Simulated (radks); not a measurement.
Numerical settings for the osmium ion Os+, [Xe] 4f14 5d6 6s1. All-electron calculation, scalar-relativistic Kohn-Sham, SCAN, spin-polarised, spherical densities, finite nucleus; open shells are filled with parallel spins first (spin-orbit coupling, left out, can overturn this in heavy ions); meta-GGA in the generalised Kohn-Sham scheme; Fermi nuclear charge, rms radius 5.4126 fm. Program: a radial shooting solver on a logarithmic mesh with Libxc functionals. The defaults (mesh step 0.008 in ln r, mesh end at 40 bohr or more with all orbitals vanishing there, Anderson mixing 0.5 over 9 steps, residual threshold near 1e-9 with the energy settled to 1e-9 hartree or 1e-11 of itself, here a cap of 72 iterations) give E = -17253.111 hartree and 5d at -11.986 eV in 13 iterations. Run on one thread of a shared host, so times are rough (Arm Neoverse N1): 0.37 s of CPU time, 0.37 s wall, 13 iterations on 2360 mesh points. Changes against that run (0 stands for a change within the tolerance of the run):

setting                    iterations         converged  E (mhartree)  e(5d) (meV)  CPU (s)
mesh step in ln r 0.03             12               yes         +21.5       -0.849     0.12
mesh step in ln r 0.003            14               yes       -0.0649     -0.00543     0.98
mesh step in ln r 0.12              4                no      diverged            -     0.02
mesh end (bohr) 20                 13               yes      -0.00912            0     0.35
mesh end (bohr) 2                  12  level above zero     +1.22e+04    +5.81e+04     0.27
residual threshold 1e-16           72                no             0            0     0.96
residual threshold 0.001           11               yes             0      +0.0373     0.33
mixing 1                           12               yes             0     +0.00295     0.35
linear mixing, mixing 0.2          63               yes       +0.0016            0      1.3
linear mixing, mixing 1            72                no     +1.02e+06    +1.11e+04      4.4
mixing history 20                  13               yes             0            0     0.37
iteration cap 5                     5                no         +6.92         +298     0.16

Settled on a wrong energy, with an occupied level pushed above zero by the early mesh end: mesh end (bohr) 2 (+12.2 hartree). Apart from these: settings that end as converged yet miss the energy by more than 1 mhartree: mesh step in ln r 0.03 (+0.0215 hartree). A mesh that ends early acts as a hard wall.
